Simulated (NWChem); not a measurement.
Molecule: GeS, singlet; SMILES [S]=[Ge]

```xyz
2

Ge     0.0000     0.0000    -0.6698
S      0.0000     0.0000     1.3482
```
Atoms are numbered in this order, from 1.

Results from NWChem. Pople sets run with spherical d functions. Low-valent species are run as closed-shell singlets; no triplet was tried in these runs. All runs use the structure optimised with PBE0/def2-SVP. GIAO values for the isolated, static molecule; σ is the absolute isotropic shielding.

| level | σ Ge1 (ppm) | σ S2 (ppm) |
|---|---|---|
| B3LYP/6-31G* | 683.5 | -187.2 |
| LDA (Slater exchange, VWN5)/pcSseg-1 | 264.8 | -320.3 |
| PBE0/pcSseg-1 | (withheld) | (withheld) |
| KT2/pcSseg-1 | 487.5 | -193.4 |
| B3LYP/6-311G** | 302.1 | -284.9 |

Q: Fill in the missing entries.

A: 
- PBE0/pcSseg-1, σ Ge1 (ppm): 339.9
- PBE0/pcSseg-1, σ S2 (ppm): -241.6
